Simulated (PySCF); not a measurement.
SMILES FC(F)(F)C1=CC=CB1, C₅H₄BF₃

Geometry:
```
atom   x (Å)   y (Å)   z (Å)
  F1   2.446  -1.234   0.467
  C2   1.958  -0.025   0.135
  F3   2.563   0.318  -1.021
  F4   2.426   0.835   1.063
  C5   0.476   0.013   0.028
  C6  -0.318  -1.047   0.231
  C7  -1.744  -0.678   0.052
  C8  -1.880   0.614  -0.267
  B9  -0.443   1.250  -0.340
 H10  -0.006  -2.046   0.491
 H11  -2.529  -1.405   0.181
 H12  -2.839   1.073  -0.436
 H13  -0.113   2.332  -0.602
```

Theory: quadratic response wB97X-D/def2-SVPD first hyperpolarisability, Taylor convention, gas phase in PySCF. Geometry: GFN2-xTB.

(1) Give the tensor of the static β(0;0,0) in the axes of these coordinates.

Results:

(1) In au, Taylor convention; rows are the first index (the induced dipole):
```
      xx     yy     zz     xy     xz     yz
x  +24.9  +21.8  +32.0   +6.2   -3.9   +3.3
y   +6.2  -45.1   -2.3  +21.8   +3.3  +13.6
z   -3.9  +13.6   +7.0   +3.3  +32.0   -2.3
```
Norm of βᵢ = ⅓ Σⱼ (βᵢⱼⱼ + βⱼᵢⱼ + βⱼⱼᵢ): 90.4 au, hyper-Rayleigh value 37.2 au.
